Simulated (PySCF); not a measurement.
# Assigning NMR signals

Atoms are numbered as in `[O:1]=[C:2]([OH:3])[CH2:4][O:5][SiH2:6][C:7]([Cl:8])([Cl:9])[Cl:10]`. Each H is labelled by its parent atom.

PySCF 2.14.0 with density-fitted response routines calculation with PBE0/pcSseg-1 with gauge-including orbitals and geometry: GFN2-xTB; one conformer, relativity neglected, gas phase, equivalent nuclei averaged.

Scale: 13C (σ = 186.93 ppm), 1H (σ = 31.72 ppm) against TMS (reference shieldings calculated alike).

(1) Assign these signals to the numbered atoms. 13C{1H} NMR (computed): δ 174.1 (C), 112.8 (C), 65.8 (CH2).

(2) Assign these signals to the numbered atoms. 1H NMR (400 MHz, computed): δ 6.54 (br s, 1H), 4.89 (s, 2H), 4.86 (s, 2H).

Answers

(1) 
| δ (ppm) | atoms | environment | reason |
| --- | --- | --- | --- |
| 174.1 | C2 | carboxylic acid carbon | lone-pair donation from the attached heteroatom keeps it upfield of a ketone carbonyl |
| 112.8 | C7 | fully substituted sp3 carbon bonded to 3 Cl and Si | 3 electronegative neighbours deshield it |
| 65.8 | C4 | sp3 CH2 bonded to O, α to a carbonyl | deshielded by the electronegative neighbour |

(2) 
```tsv
δ (ppm)	atoms	environment	reason
6.54	H(O3)	hydrogen on an acid hydroxyl oxygen	exchangeable; this is the value without hydrogen bonding to other molecules
4.89	H(C4)	hydrogen on an sp3 CH2 bonded to O, α to a carbonyl	its carbon carries O, hence the downfield position
4.86	H(Si6)	hydrogen on a silicon bonded to C, O	–
```

H(C4) and H(Si6) lie closer than the usual error of such a calculation, so a measured spectrum could show them in the other order.

The OH or NH signal is concentration- and solvent-dependent in practice; the value given is the gas-phase one. Carbons that carry Cl, above all several Cl atoms, come out too deshielded, partly because spin–orbit coupling is missing. Shifts are as computed. Against solution values, carbons near 30 ppm lie about +3 ppm off and those near 130 ppm about +5 ppm; carbons on Cl a further +6 ppm. Of 1309 compounds with measured shifts, 239 miss one by over three times the rms of a fit or turn the order of signals round; such compounds aren't used in these exercises. The C=O carbon of an acid or of an amide with N–H lies up to 10 ppm further downfield in solution, through hydrogen bonding that the calculation lacks. No couplings were computed; multiplicities are counted from neighbouring protons, with m where these are inequivalent, close in shift, in a saturated or five-membered ring or joined by F or P, and br s for small geminal =CH2 splittings.
